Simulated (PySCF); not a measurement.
A run with a changed setting

The sound run of WOF3 (doublet) uses PySCF 2.14.0, UKS BP86, W def2-SVP with ECP60, O def2-SVP, F def2-SVP; non-relativistic Hamiltonian with scalar-relativistic core potentials where named; density fitting; no spin-orbit coupling, grid (50, 194), threshold 1e-8 and 55 cycles at the relaxed geometry. This run, with dm0 from free metal ions and neutral atoms, differs:

```python
mol = gto.M(atom='''
W     -0.04820     0.09030    -0.04424
O      0.68971     1.17315     1.05927
F     -0.79398    -1.17608     1.10268
F      0.69426    -1.16145    -1.25701
F     -0.68427     1.25805    -1.35138''',
    basis={'W': 'def2-SVP', 'O': 'def2-SVP', 'F': 'def2-SVP'},
    ecp={'W': 'def2-SVP'},
    charge=1, spin=1)
mf = dft.UKS(mol, xc='B88,P86')
mf.grids.atom_grid = (50, 194)
mf = mf.density_fit()  # fitting sets: W def2-universal-JKFIT, O def2-universal-JKFIT, F def2-universal-JKFIT
mf.conv_tol = 1e-08; mf.max_cycle = 73
mf.kernel(dm0)
```

What was changed, and how did it end?

The charge was changed. The program refused it. The cycle limit differs too. These settings are unsound on purpose: the numbers aren't the compound's.
```
RuntimeError: Electron number 48 and spin 1 are not consistent
Note mol.spin = 2S = Nalpha - Nbeta, not 2S+1
```

Run from Python with OMP_NUM_THREADS=2; the lines above give its settings.

Open shells may have lower solutions than the one found.
